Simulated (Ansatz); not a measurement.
```yaml
crystal:
  periodic: [false, false, false]
  atoms:
    - {symbol: Si, position_ang: [-0.137371, 0.041368, -0.051466]}
    - {symbol: Br, position_ang: [1.862942, -0.720272, 0.534893]}
    - {symbol: H, position_ang: [-1.054536, -0.119587, 1.099575]}
    - {symbol: H, position_ang: [-0.615852, -0.745957, -1.210421]}
    - {symbol: H, position_ang: [-0.005282, 1.470747, -0.413982]}
basis:
  gaussian: {orbitals: def2-mTZVP}
total_charge: 5
magnetization: {spin_polarized: true, initial_magnetization: 1}
hamiltonian: {xc: {name: PBEsol}}
```

```sh
$ ansatz run in.yaml --threads 4 --pin off --events-out ev --progress --plain --max-ram 10444MiB
```

Shortened log:

```
Functional definition: PBEsol
712 factors; their error is unknown
mean field evaluation 1: about -77732.9461 eV, gradient 6.8e1 eV
mean field evaluation 2: about -77574.1783 eV, gradient 1.4e2 eV
mean field evaluation 4: about -77736.8403 eV, gradient 5.4e1 eV
mean field evaluation 8: about -77767.6664 eV, gradient 2.1e1 eV
mean field evaluation 16: about -77771.8654 eV, gradient 2.8e-2 eV
mean field evaluation 32: about -77771.8863 eV, gradient 1.0e-5 eV
mean field -77772.13351871 eV, -2858.0731909671 hartree, gradient 6.2e-6 eV, S^2 1.863072; 23 other end points of the search recorded, 0 dependent functions left out
reference -77772.13354968 eV, -2858.0731921052 hartree; 24, 23 occupied and 43, 44 virtual orbitals, 712 factors
Total energy: -77772.13354968 eV, -2858.0731921052 hartree
```

Question: Something in this input is off. What?

Answer: The charge is far from anything that the molecule holds. Self-consistency was reached. The result belongs to that input, not to the molecule as meant.
